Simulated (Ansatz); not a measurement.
Reactions of C3H8OSi (`OCC=C[SiH3]`).

Program: Ansatz. Geometries: PBE0-D4/def2-TZVP. ΔE: electronic, gas phase. CBS: MP2 limit from def2 TZ/QZ plus the TZ coupled-cluster correction, frozen cores. This one scheme is used for every species. Double bonds are as drawn, so ΔE can hold a change between cis and trans. DFT in def2-TZVPP. Each species was taken in one conformer, which may not be the lowest.

```json
{"reaction": "`OC/C=C/[SiH3]` + HCl → `OC/C=C/Cl` + SiH₄", "CCSD/CBS(def2) (kJ/mol)": "59", "r2SCAN-D4 (kJ/mol)": "51"}
{"reaction": "`OC/C=C/[SiH3]` → `C1CO[SiH2]C1`", "CCSD/CBS(def2) (kJ/mol)": "-192", "r2SCAN-D4 (kJ/mol)": "-193"}
{"reaction": "`OC/C=C/[SiH3]` + `OCO` → `OCO[SiH3]` + `C=CCO`", "CCSD/CBS(def2) (kJ/mol)": "-76", "r2SCAN-D4 (kJ/mol)": "-72"}
{"reaction": "`OC/C=C/[SiH3]` + `CN[SiH3]` → `CN([SiH3])CO` + `C=C[SiH3]`", "CCSD/CBS(def2) (kJ/mol)": "12", "r2SCAN-D4 (kJ/mol)": "11"}
{"reaction": "`OC/C=C/[SiH3]` + H₂O → `O/C=C/[SiH3]` + CH₃OH", "CCSD/CBS(def2) (kJ/mol)": "32", "r2SCAN-D4 (kJ/mol)": "16"}
```

Give the CCSD(T)/CBS values in the same order. (Estimate.)

The calculation gave: 58, -190, -73, 10, 33 kJ/mol.

Largest T1 diagnostic: 0.013, for `O/C=C/[SiH3]`.
